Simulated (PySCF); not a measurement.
CH5FOSi2. Atoms are numbered in the order given.

```xyz
10

F     -1.4447     1.5917    -0.7298
Si    -0.6952     0.6279     0.3507
C     -0.7553    -1.2499    -0.0394
O      0.6482    -1.5474     0.0113
Si     1.5034    -0.0792     0.0405
H     -1.2035     1.0308     1.6952
H     -1.2979    -1.8737     0.6914
H     -1.1729    -1.4700    -1.0388
H      2.1918     0.2359    -1.2482
H      2.5161    -0.0514     1.1372
```

Geometry: PBE0-D3(BJ)/def2-SVP. The structure was generated by enumeration; whether it is a known compound was not checked.

Computed with PBE0-D3(BJ)/def2-SVP run with PySCF 2.14.0.

Frequencies are harmonic and unscaled.

```
mode  ν (cm⁻¹)  IR (km/mol)   moving atoms (share of kinetic energy)
----  --------  -----------  ---------------------------------------
1           69          8.2   O 43 %, H 19 %, F 17 %, C 11 %, Si 9 %
2          173          5.2                  F 40 %, Si 34 %, H 20 %
3          226          6.9          F 31 %, H 28 %, Si 21 %, C 17 %
4          388          5.4  Si 34 %, H 26 %, O 18 %, F 11 %, C 11 %
5          434          9.0                  Si 57 %, H 22 %, O 17 %
6          488         16.0                          H 57 %, Si 38 %
7          617         11.0                           H 75 %, C 18 %
8          666         19.7                          H 83 %, Si 10 %
9          705         53.2                  C 38 %, H 32 %, Si 23 %
10         750        115.7                   H 68 %, C 13 %, Si 9 %
11         779         46.4           O 35 %, H 35 %, Si 20 %, C 9 %
12         826          4.9                           H 74 %, F 17 %
13         850        144.5                   H 62 %, Si 22 %, O 9 %
14         913        168.3                  Si 43 %, F 36 %, H 18 %
15         968        131.9                           H 89 %, Si 8 %
16        1058        102.1                           O 48 %, C 45 %
17        1200          1.5                                   H 90 %
18        1253          3.6                           H 74 %, C 20 %
19        1455          2.3                                   H 93 %
20        2224        145.1                                   H 97 %
21        2231         71.9                                   H 96 %
22        2239        156.5                                   H 96 %
23        3047         28.3                                   H 95 %
24        3110         11.8                           H 90 %, C 10 %
```
